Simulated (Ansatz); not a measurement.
Reaction (cleavage of the B–Sn bond): `N[BH][SnH3]` + `[SiH3][SeH]` → `NB[Se][SiH3]` + `[SnH4]`

Computed with Ansatz on PBE0-D4/def2-TZVP structures; ΔE is electronic, products minus reactants. CCSD(T)/CBS adds triple-zeta CCSD(T) − MP2 to the extrapolated MP2 energy (def2 sets, frozen cores). DFT in def2-TZVPP. B3LYP here is the variant with VWN-RPA as its local correlation; programs differ in this. def2 core potentials past Kr. For Se, Sn outer-core shells are correlated without core-valence functions, which leaves a few kJ/mol of doubt a bond. Scalar relativity is left out up to krypton. One conformer a species, not always the lowest.

| level | ΔE (eV) |
| --- | --- |
| r2SCAN-D4 | -0.71 |
| B3LYP-D4 | -0.67 |

Task: What does CCSD(T)/CBS give? (Best estimate.)

Result: Computed: -0.63 eV. The listed levels differ from it by -0.08, -0.04 eV.

Largest T1 diagnostic among the species: 0.014.

The D4 term adds −0.06 eV with B3LYP and −0.03 eV with PBE0; it sums over pairs of atoms, weighted by their polarisabilities, and B3LYP, whose exchange is more repulsive, gets the larger term.
